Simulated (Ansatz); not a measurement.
Z-matrix (Å, degrees):
```
Nb
F 1 1.8677
O 1 1.8798 2 111.03
H 3 0.9681 1 122.64 2 89.30
O 1 1.8943 2 92.67 3 -99.71
H 5 0.9654 1 134.41 2 -127.41
O 1 1.9078 2 91.19 5 -162.07
H 7 0.9657 1 130.93 2 130.08
F 1 1.9082 2 133.06 7 79.69
```
Charge 0, multiplicity 1.

Calculation: frozen-core CCSD(T)/def2-TZVPP // r2SCAN-D4/def2-SVP in Ansatz (a program for electronic structure).

```json
{
 "HF energy": "-482.03744 Ha",
 "MP2 correlation energy": "-1.70005 Ha"
}
```

Q: Estimate the CCSD correlation energy, the (T) correction, the total energy and the T1 diagnostic.

A: 
- CCSD correlation energy: -1.67611 Ha
- (T) correction: -0.07255 Ha
- CCSD(T) total energy: -483.78610 Ha
- T1 diagnostic: 0.021
